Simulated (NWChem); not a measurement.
C2H5FSi2; SMILES C1=C[SiH2][Si@H]1F

Program: NWChem. Coordinates come from a PBE0/def2-SVP optimisation. Level: PBE0/def2-SVP with SMD, gas-phase geometry; reactions with the solvents are ignored. One conformer.

```csv
SMD term (kcal/mol),water,toluene
distortion of the solute's density,0.32,0.09
polarisation,-2.71,-1.42
"cavity, dispersion and structure",4.35,-0.11
```

### Question
Sum the solvation free energies, find the transfer free energy from water to toluene and the partition coefficient at 298.15 K.

### Answer

1. ΔG(solv, water) = 1.96 kcal/mol and ΔG(solv, toluene) = -1.44 kcal/mol (1 M gas to 1 M solution).
2. Transfer: -1.44 − (1.96) = -3.40 kcal/mol.
3. log₁₀ K(toluene/water) = −ΔG/(RT ln 10) = 3.40/1.364 = 2.5, so the model puts more of the solute in toluene.
4. Of the transfer energy, 1.06 kcal/mol is electrostatic and -4.46 comes from the non-electrostatic term. The two phases are taken as the pure solvents.
